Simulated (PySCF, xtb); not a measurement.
SrF2, SMILES [F][Sr][F].

GFN2-xTB (xtb) at its own geometry gives an orbital gap of 1.82 eV and a dipole moment of 6.84 D.

Geometry optimised at B3LYP-D3(BJ)/def2-TZVP. The isomer is the one that the SMILES or the coordinates give; other isomers of the formula were not compared. The def2 effective core potentials stand for the cores of Sr; spin–orbit coupling is left out.

Problem. What does HF/def2-TZVPD run with PySCF give? (An estimate is asked for; the answer gives what the named calculation found.)

Solution. gap 13.05 eV (levels -13.41 and -0.37 eV), dipole 6.67 D.
